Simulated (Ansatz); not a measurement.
`[GaH2][O][SbH2]` + GeH₄ → `[GaH2][GeH3]` + `[OH][SbH2]`  (formal exchange of groups at a Ga–O bond)

Gas-phase electronic energies from Ansatz, PBE0-D4/def2-TZVP geometries. CCSD(T)/CBS adds triple-zeta CCSD(T) − MP2 to the extrapolated MP2 energy (def2 sets, frozen cores). Functionals use def2-TZVPP. Elements past krypton have def2 core potentials. For Ga, Ge, Sb outer-core shells are correlated without core-valence functions, which leaves a few kJ/mol of doubt a bond. Scalar relativity is left out up to krypton.

| level | ΔE (kJ/mol) |
| --- | --- |
| r2SCAN0-D4 | 40.2 |
| revPBE | 29.5 |

Q: What does CCSD(T)/CBS give? (An estimate is asked.)

A: Computed: +45.3 kJ/mol. The listed levels differ from it by -5.1, -15.8 kJ/mol.

Largest T1 diagnostic among the species: 0.016.

At CCSD(T), def2-SVP lies +22.6 kJ/mol from the extrapolated value and def2-TZVPP +3.6 kJ/mol. The D4 term adds +4.2 kJ/mol with B3LYP and +2.2 kJ/mol with PBE0; it sums over pairs of atoms, weighted by their polarisabilities, and B3LYP, whose exchange is more repulsive, gets the larger term. Leaving LDA and LC-ωPBE aside and taking each functional with its dispersion term where it has one, the values, not all of them listed here, spread over 20.8 kJ/mol, from HSE06-D4 to B97M-V. LDA lies +5.7 kJ/mol from PBE without D4.

B3LYP here is the variant with VWN-RPA as its local correlation; programs differ in this.
